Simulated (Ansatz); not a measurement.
Correlation energies of C2H3AlCl3N (`CC#[N+][Al-]([Cl])([Cl])[Cl]`) by basis set

Cartesian coordinates in Å:
```
C 1.5093 -0.2463 -1.6337
C 0.5391 -0.0886 -0.5829
N -0.2308 0.0366 0.2507
Al -1.5607 0.2547 1.6893
Cl -1.7986 2.3485 1.7186
Cl -0.5405 -0.5902 3.3284
Cl -3.1810 -0.8566 0.9271
H 1.0063 -0.5661 -2.5479
H 2.0129 0.7059 -1.8093
H 2.2440 -0.9980 -1.3404
```

Total charge 0; spin multiplicity 1. All single points use the PBE0-D4/def2-TZVP geometry. Frozen core, restricted reference, Ansatz. CBS rows extrapolate triple and quadruple zeta; past MP2 they add the triple-zeta difference.

```csv
basis,HF (Eh),MP2 corr.
def2-SVP,-1752.00627,-0.86948
def2-TZVPP,-1752.71416,-1.14507
def2-QZVPP,-1752.76517,-1.24526
```

Question: Estimate the CCSD correlation energy and the (T) correction in each basis where they were run (hartree).

Answer: 
| basis | CCSD corr. | (T) |
| --- | --- | --- |
| def2-SVP | -0.92567 | -0.02587 |
| def2-TZVPP | -1.20564 | -0.05368 |
| CBS(def2) | -1.38003 | as TZ |
